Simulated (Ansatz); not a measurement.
System: C2H5I, charge 0, singlet. C2H5I (iodoethane, SMILES C(I)C).
B3LYP-D3(BJ)/def2-TZVP minimum from Ansatz (a quantum-chemistry and plane-wave program):
```
C
H 1 1.0857
H 1 1.0857 2 109.58
C 1 1.5118 2 112.87 3 -126.71
H 4 1.0897 1 111.48 2 -56.98
H 4 1.0897 5 108.25 1 122.97
H 4 1.0946 5 108.13 6 116.92
I 1 2.1782 2 104.39 3 111.32
```

Total energies in hartree (Ansatz). Radicals and triplets start from unrestricted determinants; spin-orbit coupling is neglected. Correlated methods leave the cores frozen (noble-gas shells, and filled d and f shells in the p block). Past Kr the def2 sets carry scalar-relativistic core potentials. For partners of very few electrons the exact lower level stands in for a higher one. Spin-orbit terms, left out, reach several kcal/mol for Br and I, and more for heavier atoms.

```tsv
species	HF/def2-TZVPP	CCSD(T)/def2-TZVPP	HF/def2-QZVPP	CCSD(T)/def2-QZVPP	CCSD(T)/def2-SVP	CCSDT(Q)/def2-SVP
1: C2H5I (iodoethane, SMILES C(C)I)	-375.33945	-375.89676	-375.34457	-375.94124	-375.68431	-375.68575
2: C (triplet)	-37.69248	-37.78103	-37.69363	-37.78651	-37.71541	-37.71574
3: I (doublet)	-296.65857	-296.79430	-296.65973	-296.81374	-296.74085	-296.74112
4: H (doublet)	-0.49981	-0.49981	-0.49998	-0.49998	-0.49928	-0.49928
```

Task: Work out the atomisation energy (electronic, to ground-state atoms) in kcal/mol: take Hartree-Fock from def2-QZVPP, extrapolate the CCSD(T) correlation energy as X^-3 (X = 3, 4), and add CCSDT(Q) - CCSD(T) in def2-SVP. 1 hartree = 627.51 kcal/mol.

Result: 
Species 1: correlation (64·(-0.59667) - 27·(-0.55731))/37 = -0.62539; step -0.00144; E1 = -375.34457 + (-0.62539) + (-0.00144) = -375.97140
Species 2: correlation (64·(-0.09288) - 27·(-0.08855))/37 = -0.09604; step -0.00033; E2 = -37.69363 + (-0.09604) + (-0.00033) = -37.79000
Species 3: correlation (64·(-0.15401) - 27·(-0.13573))/37 = -0.16735; step -0.00027; E3 = -296.65973 + (-0.16735) + (-0.00027) = -296.82735
Species 4: correlation (64·(0.00000) - 27·(0.00000))/37 = 0.00000; step +0.00000; E4 = -0.49998 + (0.00000) + (+0.00000) = -0.49998
-1·E1 +2·E2 +1·E3 +5·E4 = 1.06415 hartree = 667.8 kcal/mol.
